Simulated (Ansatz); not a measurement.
One step, two centres

Four-centre ligand exchange, with the central atom changed down its group and all else kept; in the first member these bonds form or tighten: As–Si, H–S; these break or loosen: As–H, S–Si.

Gas-phase electronic energies, without zero-point energy, by CCSD(T) at an estimated basis limit (MP2 extrapolated from triple and quadruple zeta, plus CCSD(T) − MP2 in triple zeta); Ansatz 0.2.0, def2-TZVPP and QZVPP, frozen cores, core potentials past krypton, on PBE0-D4/def2-TZVP structures. Extrapolation: Hartree–Fock as exp(−7.88 √X), correlation as X^−2.97. All energies, in kJ/mol, count from the separated reactants, without counterpoise correction; the start and end structures are the complexes reached by relaxing down from the saddle, and deeper ones may exist. Brackets give SMILES, or, where every atom is bracketed, only which atoms are joined. Steps whose reference was doubtful or whose search ended elsewhere are left out.

| reactants | products | start structure | saddle | end structure |
| --- | --- | --- | --- | --- |
| SiH₄S ([SiH3][SH]) + AsH₃ | SiAsH₅ ([SiH3][AsH2]) + H₂S | -9.3 | 232.1 | 16.5 |
| SnH₄S ([SH][SnH3]) + AsH₃ | SnAsH₅ ([AsH2][SnH3]) + H₂S | -10.6 | ? | -9.8 |

Task: What is the height of the saddle for SnH₄S ([SH][SnH3]) + AsH₃? (An estimate is asked for; the value comes from the calculation.)

Result: The calculation gives: 167.2 kJ/mol relative to the separated reactants, the lower of the two; above its start structure the barrier is 167.2 − (-10.6) ≈ 177.8 kJ/mol.

The saddle falls down the group: the larger centre, with longer and weaker bonds, takes on an extra partner at less cost.

T1 diagnostic: at most 0.015. The filled d shells of As, Sn are correlated in sets not built for that, so values that involve them are less sure.

For scale, one of the runs: CCSD(T)/def2-TZVPP, 238 basis functions, launched by `ansatz run in.yaml --threads 8 --pin off --events-out ev --progress --plain --max-ram 19148MiB`. The run took 120 s on 8 CPU threads of an Arm Neoverse V2 (shared host), with 4.7 GiB of host memory at its peak.
